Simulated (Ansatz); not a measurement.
Consider the hydrogenolysis of a B–F bond: `CNB(F)F` + H₂ → `CNBF` + H–F.

Program: Ansatz. Geometries: PBE0-D4/def2-TZVP. ΔE: electronic, gas phase. CCSD(T)/CBS adds triple-zeta CCSD(T) − MP2 to the extrapolated MP2 energy (def2 sets, frozen cores). This one scheme is used for every species. Each species was taken in one conformer, which may not be the lowest.

```json
{"species": "`CNB(F)F`", "CCSD(T)/CBS(def2) energy (Eh)": "-319.70892"}
{"species": "H₂", "CCSD(T)/CBS(def2) energy (Eh)": "-1.17544"}
{"species": "`CNBF`", "CCSD(T)/CBS(def2) energy (Eh)": "-220.44549"}
{"species": "H–F", "CCSD(T)/CBS(def2) energy (Eh)": "-100.39570"}
```

**Question.** Work out ΔE.

**Answer.** ΔE = (-220.44549) + (-100.39570) − (-319.70892) − (-1.17544) = 0.04317 Eh = +1.17 eV.

Largest T1 diagnostic among the species: 0.012.

At CCSD(T), def2-SVP lies +0.19 eV from the extrapolated value and def2-TZVPP +0.03 eV. From BLYP to BHLYP (50 % exact exchange), in def2-TZVPP and without D4, ΔE moves by +0.05 eV.
